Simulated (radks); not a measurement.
Neutral carbon inside a hard spherical wall (all orbitals vanish at R), configuration held at [He] 2s2 2p2 and not refilled when levels cross. Calculated with a radial shooting solver on a logarithmic mesh with Libxc functionals: scalar-relativistic Kohn-Sham, LDA (Slater exchange, VWN5 correlation), spin-polarised, spherical densities, point nucleus; open shells are filled with parallel spins first. Eigenvalues in eV for spin up, with the zero of energy where the potential of the charges vanishes at infinity; a dash marks a level that is unbound or too diffuse for the functional's potential to be trusted. A positive occupied level is held by the wall or, in an anion where self-interaction has pushed it up, behind a barrier. The pressure on the wall is -dE/dV.

| R (bohr) | E (hartree) | kinetic (hartree) | e(1s) | e(2s) | e(2p) | e(3s, empty) | e(3p, empty) | pressure (GPa) |
|---|---|---|---|---|---|---|---|---|
| free | -37.48624 | 37.289 | -270.62 | -14.468 | -6.189 | -0.166 | - | 0 |
| 20 | -37.48624 | 37.289 | -270.62 | -14.468 | -6.189 | -0.137 | 0.483 | < 0.0001 |
| 12 | -37.48624 | 37.289 | -270.62 | -14.468 | -6.188 | 0.135 | 1.231 | < 0.0001 |
| 8 | -37.48598 | 37.292 | -270.58 | -14.444 | -6.162 | 1.370 | 3.228 | 0.0132 |
| 6 | -37.48189 | 37.322 | -270.24 | -14.233 | -5.918 | 4.395 | 7.052 | 0.407 |
| 5 | -37.46746 | 37.408 | -269.43 | -13.746 | -5.340 | 8.644 | 11.761 | 2.62 |
| 4 | -37.39974 | 37.740 | -266.94 | -12.196 | -3.507 | 18.808 | 21.974 | 19.9 |
| 3 | -37.04809 | 39.053 | -259.27 | -6.700 | 2.624 | 47.376 | 48.093 | 192 |
| 2.5 | -36.44561 | 40.862 | -250.76 | 0.858 | 10.368 | 81.507 | 77.325 | 695 |
| 2 | -34.85451 | 44.864 | -235.72 | 18.426 | 26.603 | 152.34 | 134.87 | 3000 |
| 1.5 | -30.02151 | 55.091 | -207.66 | 67.668 | 65.789 | 324.37 | 266.87 | 17600 |
